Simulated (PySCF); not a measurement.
C3H7NSi, SMILES C(=CN[SiH3])=C.

Coordinates come from a ωB97X-D3(BJ)/def2-SVP optimisation. The structure was generated by enumeration, and PubChem lists no compound with its InChIKey, so it may never have been made. Other conformers were not sampled.

Level of theory: TDDFT-ωB97X/def2-SVPD in PySCF.

Vertical excitations.  State labels are in the subgroup Cs.

| state | symmetry | energy (eV) | λ (nm) | f | main pairs |
|---|---|---|---|---|---|
| S1 | A" | 4.47 | 277 | 0.000 | HOMO→LUMO 82 % |
| S2 | A" | 6.02 | 206 | 0.001 | HOMO→LUMO+1 47 %, HOMO→LUMO+3 24 %, HOMO→LUMO 13 % |
| S3 | A' | 6.39 | 194 | 0.315 | HOMO→LUMO+2 93 % |
| S4 | A" | 6.77 | 183 | 0.002 | HOMO→LUMO+4 72 %, HOMO→LUMO+5 14 % |
| S5 | A" | 6.94 | 179 | 0.005 | HOMO−1→LUMO+2 75 % |
| S6 | A" | 7.00 | 177 | 0.013 | HOMO→LUMO+1 20 %, HOMO→LUMO+5 18 %, HOMO→LUMO+6 16 %, HOMO→LUMO+3 16 % |
| S7 | A" | 7.18 | 173 | 0.003 | HOMO→LUMO+5 40 %, HOMO→LUMO+3 25 %, HOMO→LUMO+8 10 %, HOMO→LUMO+6 10 % |
| S8 | A' | 7.37 | 168 | 0.429 | HOMO−1→LUMO 71 %, HOMO→LUMO+7 12 % |
| S9 | A" | 7.52 | 165 | 0.000 | HOMO→LUMO+6 64 %, HOMO→LUMO+1 17 %, HOMO→LUMO+3 10 % |
| S10 | A' | 7.77 | 160 | 0.104 | HOMO→LUMO+7 59 %, HOMO−1→LUMO 13 %, HOMO−1→LUMO+4 11 % |
| T1 | A" | 4.17 | 298 | 0 | HOMO→LUMO 78 % |
| T2 | A' | 4.18 | 296 | 0 | HOMO→LUMO+2 74 % |
| T3 | A' | 4.62 | 268 | 0 | HOMO−1→LUMO 55 %, HOMO−1→LUMO+3 13 %, HOMO−1→LUMO+1 8 % |
| T4 | A" | 5.94 | 209 | 0 | HOMO→LUMO+1 35 %, HOMO→LUMO+3 27 %, HOMO→LUMO 17 %, HOMO→LUMO+5 10 % |
Triplets are in the Tamm–Dancoff approximation, which puts them higher than full response would, so one can lie above its singlet here.
